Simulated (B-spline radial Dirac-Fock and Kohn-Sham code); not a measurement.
# The M5 (3d5/2) hole of bromine ions: width and yield against charge

Model: a relativistic independent-particle model: LDA orbitals of the hole state, radiative multipoles to third order, Auger rates from the Coulomb interaction with a continuum orbital, Dirac-Fock energies. Program: a B-spline atomic structure program. Tabulated ground configurations, configuration averages; single configurations, so decays that open only by mixing (as 1s 2s² with 1s 2p² in Be-like ions) are missing and such tiny yields are far too low.

```
 ion      configuration  radiative (eV)  non-radiative (eV)     yield
  Br  [Ar] 3d10 4s2 4p5        3.78e-06              0.0791  4.78e-05
 Br⁺  [Ar] 3d10 4s2 4p4        3.47e-06              0.0683  5.08e-05
Br²⁺  [Ar] 3d10 4s2 4p3        2.98e-06              0.0387  7.71e-05
Br³⁺  [Ar] 3d10 4s2 4p2        2.27e-06              0.0191  0.000119
Br⁴⁺  [Ar] 3d10 4s2 4p1        1.29e-06                   0      1.00
```

Values without a named source are computed, but for edge energies of neutral atoms, which are taken from tables.
